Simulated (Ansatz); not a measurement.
A run for Ansatz (a first-principles code): R-revPBE/def2-TZVPP on H2 (SMILES [H][H]).

Ansatz 0.2 input:
```yaml
crystal:
  periodic: [false, false, false]
  atoms:
    - {symbol: H, position_ang: [0.00000000, 0.00000000, 0.37198582]}
    - {symbol: H, position_ang: [-0.00000000, -0.00000000, -0.37198582]}
basis:
  gaussian:
    orbitals: def2-TZVPP
hamiltonian:
  xc: {name: revPBE}
scf: {lower_state_search: off}
```

Predict the final total energy.

-1.1766 hartree.
